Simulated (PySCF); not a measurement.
Gas-phase reaction: 2 GeI2 + F2 = GeI4 + GeF2

Method: PySCF energies plus ideal-gas RRHO corrections (1 bar). † marks an energy on the PBE0/def2-TZVP geometry and frequencies; other levels use their own. MP2 freezes the core. All species are closed-shell singlets. B3LYP is the form with VWN-RPA correlation. I: scalar-relativistic def2 core potential, no spin-orbit coupling. Ge: all electrons, no relativistic terms. MP2 isn't extrapolated to the basis-set limit; its ΔH°(298 K) is -741.3 kJ in def2-SVP and -778.7 kJ in def2-TZVPP. The harmonic model lacks anharmonicity and excited electronic states, which grow with temperature; levels with a mode under 35 cm⁻¹ are left out. Soft modes under 120 cm⁻¹ make the harmonic entropy rough for GeI2, GeI4.

| level | ΔE electronic, kJ | ΔH°(298 K), kJ | ΔS°(298 K), J/K | ΔG°(2500 K), kJ |
|---|---|---|---|---|
| B3LYP/def2-TZVP† | -660 | -657 | -170 | -269 |
| M06-2X/def2-TZVP† | -745 | -741 | -170 | -354 |
| MP2/def2-SVP† | -745 | -741 | -170 | -354 |
| MP2/def2-TZVPP† | -783 | -779 | -170 | -392 |
| PBE/def2-SVP | -628 | -624 | -168 | -240 |
| PBE0/def2-SVP† | -670 | -666 | -170 | -279 |
| PBE0/def2-TZVP | -688 | -685 | -170 | -297 |
| ωB97X-V/def2-TZVP† | -737 | -733 | -170 | -346 |
ΔH° is lowest at MP2/def2-TZVPP† and highest at PBE/def2-SVP. No reference value is set beside these.
